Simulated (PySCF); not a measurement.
A structure optimised at B3LYP-D3(BJ)/def2-SVP, used in a PySCF frequency run:

```xyz
5

Zn     0.8307    -0.0201     0.0000
Br    -1.4208     0.0060     0.0000
N      2.6538     0.1319     0.0000
H      3.1162    -0.2654    -0.8187
H      3.1162    -0.2654     0.8187
```
Charge 0, spin multiplicity 1.

### Question
Write its SMILES, formula and point group.

### Answer
[NH2][Zn][Br], BrH₂NZn, Cs

### Question
What are its rotational constants (standard atomic weights)?

### Answer
287.55, 1.5622, 1.5576 GHz
